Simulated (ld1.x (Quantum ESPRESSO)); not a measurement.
## Reading a pseudo-wave (manganese (Mn))

Columns: radius, all-electron u(r) and pseudo u(r) of the 4p shell (level -1.47 eV) of manganese in the configuration [Ar] 3d5 4s2 4p0; LDA (PZ), scalar-relativistic, TM scheme, ld1.x (Quantum ESPRESSO) 7.5.

| r (bohr) | all-electron | pseudo |
| --- | --- | --- |
| 0.160 | 0.1063 | 0.0026 |
| 0.320 | -0.0140 | 0.0104 |
| 0.480 | -0.1402 | 0.0233 |
| 0.640 | -0.1837 | 0.0413 |
| 0.800 | -0.1593 | 0.0643 |
| 0.960 | -0.0974 | 0.0919 |
| 1.120 | -0.0201 | 0.1239 |
| 1.280 | 0.0598 | 0.1597 |
| 1.440 | 0.1355 | 0.1986 |
| 1.600 | 0.2041 | 0.2396 |
| 1.760 | 0.2644 | 0.2813 |
| 1.920 | 0.3163 | 0.3222 |
| 2.080 | 0.3601 | 0.3606 |
| 2.240 | 0.3964 | 0.3952 |
| 2.400 | 0.4260 | 0.4248 |
| 2.560 | 0.4495 | 0.4488 |
| 2.720 | 0.4676 | 0.4673 |
| 2.880 | 0.4808 | 0.4808 |
| 3.040 | 0.4898 | 0.4898 |
| 3.200 | 0.4950 | 0.4950 |
| 3.360 | 0.4970 | 0.4970 |
| 3.520 | 0.4962 | 0.4962 |
| 3.680 | 0.4929 | 0.4929 |
| 3.840 | 0.4875 | 0.4875 |
| 4.000 | 0.4803 | 0.4803 |
| 4.160 | 0.4716 | 0.4716 |

Question: How many radial nodes do the two functions have?

Answer: The all-electron 4p function has n − l − 1 = 2; the pseudo-wave has 0, since the states of the same l below it are removed with the core.

Question: At about which radius was the pseudo-wave matched?

Answer: 3.20 bohr. The columns agree to 0.0005 from 2.72 bohr on; several derivatives are matched, so the curves merge somewhat inside the radius.

Question: Where does each function peak?

Answer: Outermost all-electron maximum near 3.36 bohr, pseudo maximum near 3.36 bohr (to the table’s step).

Question: Is the pseudo-wave norm-conserving?

Answer: Yes: the TM scheme keeps the norm inside the radius equal to the all-electron one, which fixes the energy derivative of the logarithmic derivative at the level.
